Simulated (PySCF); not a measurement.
**Ionisation energy along the 4-electron series**

Calculated with PySCF 2.14 and a two-component X2C-1e Hamiltonian (Gaussian nucleus, no Breit or QED terms), each ion in its own even-tempered basis scaled to its charge; GMP2 freezes nothing and drops the highest virtual spinors. Values in eV. NIST values: (m) measured, (s) semi-empirical, (t) theoretical.

```csv
ion,configuration,GMP2 (spin-free),GHF (screened spin-orbit),GMP2 (screened spin-orbit),NIST
Ir⁷³⁺,[He] 2s2,21236.1,21231.6,21238.2,21200 ± 90 (t)
Au⁷⁵⁺,[He] 2s2,22537.9,22533.5,22540.1,22500 ± 100 (t)
```

**Question.** Fill in the row of Pt⁷⁴⁺.

**Answer.** configuration: [He] 2s2; GMP2 (spin-free): 21880.3; GHF (screened spin-orbit): 21875.9; GMP2 (screened spin-orbit): 21882.5; NIST: 21840 ± 90 (t).
